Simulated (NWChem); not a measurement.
# C₃H₄F₂O; SMILES O=CCC(F)F

```xyz
10

O      0.5276    -2.0569    -0.5155
C     -0.2325    -1.7093     0.3598
C     -0.7088    -0.2850     0.5591
C      0.0423     0.7270    -0.2837
F     -0.5824     1.9419    -0.1858
F      1.3109     0.8689     0.1996
H     -0.6562    -2.4464     1.0763
H     -0.6234    -0.0069     1.6175
H     -1.7799    -0.2457     0.3144
H      0.1065     0.4536    -1.3402
```
Atoms are numbered in this order, from 1.

All runs: NWChem. Pople sets run with spherical d functions. All runs use the structure optimised with B3LYP/6-31G* (spherical d). Level: B3LYP/6-31G* with SMD (1 M gas to 1 M solution), gas-phase geometry.

Question: Predict the results for solvent toluene. Quantities: solvation free energy (kcal/mol); cavity-dispersion-structure term (kcal/mol); dipole in solution (D).

Answer: 
```
Property                                     Value
-------------------------------------------  -----
solvation free energy (kcal/mol)              -4.6
cavity-dispersion-structure term (kcal/mol)   -1.0
dipole in solution (D)                        3.07
```
